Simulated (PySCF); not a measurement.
**Two-component Hartree-Fock for V²⁺ (vanadium, charge +2)**

Start: [Ar] 3d3; 3d3/2 filled at m_j = -1/2, +1/2, +3/2. Calculated with PySCF 2.14 in x2c-SVPall-2c (5s5p3d1f, 42 functions): generalised Hartree-Fock with the X2C-1e Hamiltonian and a Gaussian nucleus; one run each with spin-orbit coupling (SO) switched off, then screened by Boettger's factors.

```csv
spinor shell,electrons,"ε, spin-free (eV)","ε, screened SO (eV)",weight of nominal j (screened SO),"rms radius, screened SO (bohr)"
1s1/2,2,-5535.4,-5535.4,1.000,0.0768
2s1/2,2,-673.47,-673.45,1.000,0.333
2p1/2,2,-562.39,-567.65,0.985,0.301
2p3/2,4,-562.39,-559.77,0.993,0.303
3s1/2,2,-104.02,-104.01,1.000,1.02
3p1/2,2,-71.553,-73.322,0.656,1.11
3p3/2,4,-71.553,-70.661,0.828,1.11
3d3/2,3,-30.213,-30.220,0.610,1.44
```

| quantity | spin-free | screened SO |
| --- | --- | --- |
| E (hartree) | -947.29341 | -947.30037 |
| M_J | 3/2 | 3/2 |
| ⟨J²⟩ | 6.755 | 6.688 |
| ⟨L²⟩ | 12.004 | 12.003 |
| ⟨S²⟩ | 3.750 | 3.750 |

The determinant has a definite M_J but mixes levels of different J.

Each row is a mean over spinors that exchange with the open shell spreads, by up to 9.525 eV (3p1/2).

Rows whose weight is well below 1 are mixtures of j = l ± 1/2: exchange outweighs spin-orbit coupling there, and the label is only the starting occupation.

Without spin-orbit coupling the j labels of p, d and f shells carry no meaning; the spin-free column gives the mean over the occupied spinors of each nl shell, and its ⟨J²⟩ belongs to a mixture of degenerate components.
